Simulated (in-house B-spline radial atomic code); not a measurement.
Successive ionisation energies of bismuth; each step leads to the configuration of the next row (after the last: [Ar] 3d10 4s2). NIST's values go from ground level to ground level; the uncertainty of those that are theory runs from under 0.1 % in few-electron ions to several per cent in heavy many-electron ones. Computed with a B-spline radial code for spherical atoms: non-relativistic Hartree-Fock, average of the configuration, point nuclei.

This level leaves out relativity, spin-orbit splitting included, which matters for heavy ions.

```
  ion      configuration  ionisation energy (eV)  tabulated value (eV)    tabulated kind  computed minus tabulated (eV)  highest orbital  largest mean radius (bohr)
Bi38+           [Kr] 4d9                  1855.2                  1840  tabulated theory                           15.2               4d                     0.38562
Bi39+           [Kr] 4d8                  1915.9                  1902  tabulated theory                           13.9               4d                     0.38391
Bi40+           [Kr] 4d7                  1977.3                  1967  tabulated theory                           10.3               4d                      0.3822
Bi41+           [Kr] 4d6                  2039.2                  2029  tabulated theory                           10.2               4d                     0.38051
Bi42+           [Kr] 4d5                  2101.8                  2090  tabulated theory                           11.8               4d                     0.37883
Bi43+           [Kr] 4d4                       ?                     ?  tabulated theory                              ?                ?                           ?
Bi44+           [Kr] 4d3                  2228.7                  2253  tabulated theory                          -24.3               4d                      0.3755
Bi45+           [Kr] 4d2                  2293.0                  2321  tabulated theory                          -28.0               4d                     0.37386
Bi46+           [Kr] 4d1                  2358.0                  2385  tabulated theory                          -27.0               4d                     0.37222
Bi47+  [Ar] 3d10 4s2 4p6                       ?                     ?  tabulated theory                              ?                ?                           ?
Bi48+  [Ar] 3d10 4s2 4p5                  2664.8                  2703  tabulated theory                          -38.2               4p                      0.3692
Bi49+  [Ar] 3d10 4s2 4p4                  2727.9                  2771  tabulated theory                          -43.1               4p                     0.36781
Bi50+  [Ar] 3d10 4s2 4p3                       ?                     ?  tabulated theory                              ?                ?                           ?
Bi51+  [Ar] 3d10 4s2 4p2                  2855.5                  3078  tabulated theory                         -222.5               4p                     0.36506
Bi52+  [Ar] 3d10 4s2 4p1                  2919.9                  3151  tabulated theory                         -231.1               4p                     0.36371
```

Fill in the row of Bi43+.

ionisation energy (eV): 2164.9; tabulated value (eV): 2190; computed minus tabulated (eV): -25.1; highest orbital: 4d; largest mean radius (bohr): 0.37716.

Fill in the row of Bi47+.

ionisation energy (eV): 2602.1; tabulated value (eV): 2641; computed minus tabulated (eV): -38.9; highest orbital: 4p; largest mean radius (bohr): 0.3706.

Fill in the row of Bi50+.

ionisation energy (eV): 2791.5; tabulated value (eV): 2835; computed minus tabulated (eV): -43.5; highest orbital: 4p; largest mean radius (bohr): 0.36643.
